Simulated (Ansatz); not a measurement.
```yaml
crystal:
  periodic: [false, false, false]
  atoms:
    - {symbol: C, position_ang: [0.496745, 3.317120, -0.432848]}
    - {symbol: N, position_ang: [0.678368, 0.636805, -0.933950]}
    - {symbol: Si, position_ang: [-0.568411, -1.693575, 0.906815]}
    - {symbol: S, position_ang: [-1.391642, -4.795668, -1.553158]}
    - {symbol: H, position_ang: [2.172176, 4.087110, 0.513588]}
    - {symbol: H, position_ang: [0.198423, 4.382711, -2.179178]}
    - {symbol: H, position_ang: [-1.126287, 3.679715, 0.790296]}
    - {symbol: H, position_ang: [2.007508, 0.163649, -2.212651]}
    - {symbol: H, position_ang: [-2.842187, -0.571212, 2.114372]}
    - {symbol: H, position_ang: [1.060937, -2.764328, 2.944278]}
    - {symbol: H, position_ang: [-0.562229, -6.550040, 0.081174]}
basis:
  gaussian: {orbitals: def2-mTZVP}
hamiltonian: {xc: {name: SPW92}}
output: {forces: true}
```

```sh
$ ansatz run in.yaml --threads 4 --pin off --events-out ev --progress --plain --max-ram 10444MiB
```

It prints (some lines left out):

```
Functional definition: SPW92
1070 factors; their error is unknown
mean field evaluation 1: about -21155.6325 eV, gradient 1.3e2 eV
mean field evaluation 2: about -20352.0881 eV, gradient 2.6e2 eV
mean field evaluation 4: about -20899.2712 eV, gradient 2.4e2 eV
mean field evaluation 8: about -21226.9931 eV, gradient 8.6e0 eV
mean field evaluation 16: about -21228.5179 eV, gradient 1.6e-2 eV
mean field -21228.68719910 eV, -780.1398652458 hartree, gradient 1.4e-5 eV, S^2 0.000000; 9 other end points of the search recorded, 0 dependent functions left out
reference -21228.68726220 eV, -780.1398675648 hartree; 25, 25 occupied and 78, 78 virtual orbitals, 1070 factors
Total energy: -21228.68726220 eV, -780.1398675648 hartree
Atom 0 at     0.496745     3.317120    -0.432848 Å, force    -0.018409     1.497045     0.367876 eV/Å
Atom 1 at     0.678368     0.636805    -0.933950 Å, force     1.399260     0.043464    -1.703229 eV/Å
Atom 2 at    -0.568411    -1.693575     0.906815 Å, force     0.093493     0.185715     0.895010 eV/Å
Atom 3 at    -1.391642    -4.795668    -1.553158 Å, force     0.907598    -1.098442     1.994212 eV/Å
Atom 4 at     2.172176     4.087110     0.513588 Å, force    -2.310193    -1.068873    -1.319404 eV/Å
Atom 5 at     0.198423     4.382711    -2.179178 Å, force     0.426846    -1.545141     2.395493 eV/Å
Atom 6 at    -1.126287     3.679715     0.790296 Å, force     2.255755    -0.600559    -1.713833 eV/Å
Atom 7 at     2.007508     0.163649    -2.212651 Å, force    -2.281492     0.953882     2.462634 eV/Å
Atom 8 at    -2.842187    -0.571212     2.114372 Å, force     1.249786    -0.642382    -0.698637 eV/Å
Atom 9 at     1.060937    -2.764328     2.944278 Å, force    -0.947911     0.585463    -1.133620 eV/Å
Atom 10 at    -0.562229    -6.550040     0.081174 Å, force    -0.774735     1.689828    -1.546501 eV/Å
Dipole moment:     0.158976     0.270360     0.113739 e Å
```

**Question.** Something in this input is off. What?

**Answer.** The coordinates are in bohr but typed as ångström. Self-consistency was reached. The result belongs to that input, not to the molecule as meant.
